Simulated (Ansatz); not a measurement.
This geometry of BClH2O + H2S (8 atoms, charge 0, multiplicity 1) is a first-order saddle point.

Level of theory: Ansatz, RKS LDA/6-31G*.

```xyz
8
Properties=species:S:1:pos:R:3
B 0.165 0.243 0.233
O -0.054 -0.179 1.657
H -0.924 -0.623 1.745
Cl 1.709 -0.383 -0.440
H -0.805 0.138 -0.480
S 0.287 2.231 0.731
H 1.611 2.194 1.062
H -0.083 1.187 1.819
```

Question: Which two structures does it join? (They come from a converged band through this point; their orientation in space is the band's.)

Answer: Bonds broken: S6–H8. Bonds formed: B1–S6, O2–H8. BClH2O + H2S becomes BClH4OS.

Image 0:

```xyz
8
Properties=species:S:1:pos:R:3
B 0.009 -0.237 0.268
O -0.465 -0.848 1.372
H -1.430 -0.710 1.451
Cl 1.741 -0.429 -0.055
H -0.682 0.270 -0.578
S 0.320 2.429 1.426
H 1.140 2.618 0.355
H 1.273 1.715 2.087
```

Image 8:

```xyz
8
Properties=species:S:1:pos:R:3
B 0.176 0.451 0.192
O -0.012 -0.164 1.716
H -0.877 -0.636 1.754
Cl 1.638 -0.353 -0.481
H -0.863 0.187 -0.369
S 0.303 2.295 0.557
H 1.653 2.318 0.757
H -0.112 0.710 2.199
```

Question: How far does it lie above each of them?

Answer: 11.2 kcal/mol above the first and 8.1 kcal/mol above the second. This is the barrier of this one path; another mechanism may lie lower. The orbitals stay closed-shell, which can raise the energy where a bond breaks towards radicals; this wasn't checked here.

The run took 3.6 min on 1 thread of Arm Neoverse V1, with other jobs on the host, peak memory 0.11 GiB.
